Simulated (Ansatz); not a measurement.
`CN[SiH2]N`, relaxed with RKS PBE0-D4/def2-TZVP in Ansatz 0.2.0 from a PBE-D4/def2-SVP geometry. The force threshold is 0.005 eV/Å; the program also tests the step.

Total charge 0; spin multiplicity 1.

Start:

```xyz
12

C    -1.457    0.696    1.102
N    -0.116    0.504    0.588
Si    0.320   -0.281   -0.900
N     1.930   -0.906   -0.704
H    -1.498    0.578    2.209
H    -2.132   -0.073    0.673
H    -1.905    1.690    0.859
H     0.585    1.127    0.999
H     0.443    0.564   -2.152
H    -0.821   -1.253   -1.122
H     2.527   -0.999   -1.528
H     2.123   -1.647   -0.024
```

By how much does the energy fall, and how many steps does the optimiser take? (Estimate.)

Computed: 0.07 eV, in 7 steps, 1 of them rejected.

Which bonds change most? (An estimate is asked.)

The calculation gave: N2–Si3 from 1.738 to 1.710 Å; Si3–N4 from 1.739 to 1.711 Å; Si3–H10 from 1.515 to 1.494 Å; Si3–H9 from 1.516 to 1.495 Å.

Give the relaxed structure. (Best estimate.)

The calculation gave: 
```xyz
12

C    -1.445    0.690    1.083
N    -0.102    0.492    0.590
Si    0.313   -0.281   -0.878
N     1.891   -0.923   -0.717
H    -1.490    0.575    2.171
H    -2.104   -0.067    0.650
H    -1.865    1.672    0.829
H     0.581    1.108    1.003
H     0.411    0.571   -2.102
H    -0.806   -1.248   -1.093
H     2.503   -0.974   -1.514
H     2.114   -1.616   -0.022
```
